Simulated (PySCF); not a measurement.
# C₆ coefficients of unlike pairs at revPBE

Calculated with PySCF 2.14 from the dipole response of each species, C₆(A,B) = (3/π) ∫ α_A(iu) α_B(iu) du, in atomic units, from isotropic polarisabilities. For ions this is the dispersion term alone; charge-induced terms of lower order in 1/R come first.

```tsv
species	configuration	basis	relativity	α (bohr³)	C₆ (like pair)
N²⁺	[He] 2s2 2p1 (2P)	dyall-av2z (11s7p2d)	none	2.591	3.684
Ar	[Ar] (1S)	x2c-QZVPPall with one added diffuse shell each of s, p, d, f type (10s7p5d3f1g)	spin-free X2C	11.75	69.33
Fe	[Ar] 3d6 4s2 (5D)	dyall-av2z (16s12p7d2f)	none	64.53	575.3
```

Task: Estimate C₆ for Fe with N²⁺.

Result: The integral gives 38.63. The combination rule 2 C_A C_B / (C_A α_B/α_A + C_B α_A/α_B) gives 36.91 and the geometric mean 46.04.

No spin-orbit coupling is included.

The other pairs:

```
   pair     C₆
Ar, N²⁺  15.93
 Fe, Ar  171.6
```
